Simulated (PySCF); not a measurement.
Isomers of C5H14Si2. Theory: TDDFT CAM-B3LYP/def2-SVPD, vertical, gas phase, core orbitals frozen in the response (PySCF). Geometries: PBE0-D3(BJ)/def2-SVP; one conformer of each isolated species. Triplets are in the Tamm–Dancoff approximation.

A. `[SiH3]C([SiH3])C1CCC1`
B. `[SiH3][SiH2]C1CCCC1`
C. `CC(C)[SiH]1C[SiH2]C1`

Lowest singlet levels (six at most, fewer where fewer were computed) with oscillator strengths:

1. 174 nm (f 0.046); 169 nm (f 0.020); 164 nm (f 0.074); 160 nm (f 0.013); 157 nm (f 0.287); 152 nm (f 0.033); T1 6.32 eV
2. 189 nm (f 0.001); 179 nm (f 0.001); 175 nm (f 0.000); 164 nm (f 0.006); 164 nm (f 0.019); 162 nm (f 0.008)
3. 164 nm (f 0.033); 157 nm (f 0.059); 154 nm (f 0.001); 152 nm (f 0.011); 150 nm (f 0.055); 149 nm (f 0.023); T1 7.24 eV

Question: Which spectrum belongs to which structure?

Answer: 1 = B, 2 = C, 3 = A.
- A: S1 at 7.56 eV, HOMO→LUMO (79%), HOMO→LUMO+1 (16%); Löwdin shares by element: HOMO carbon 37% or more, silicon 23% (atoms not listed hold the other 40%); LUMO silicon 41%, hydrogen 11% or more (atoms not listed hold the other 48%); HOMO -9.29 and LUMO 1.13 eV; point group Cs.
- B: S1 at 7.14 eV, HOMO→LUMO (68%), HOMO→LUMO+4 (11%), HOMO→LUMO+3 (8%); Löwdin shares by element: HOMO silicon 57%, carbon 16% or more, hydrogen 5% or more (atoms not listed hold the other 23%); LUMO silicon 31%, hydrogen 7% or more, carbon 6% or more (atoms not listed hold the other 56%); HOMO -9.17 and LUMO 1.08 eV.
- C: S1 at 6.55 eV, HOMO→LUMO (86%); Löwdin shares by element: HOMO carbon 46% or more, silicon 15% or more (atoms not listed hold the other 38%); LUMO silicon 28%, carbon 20% or more (atoms not listed hold the other 52%); HOMO -8.64 and LUMO 1.08 eV.
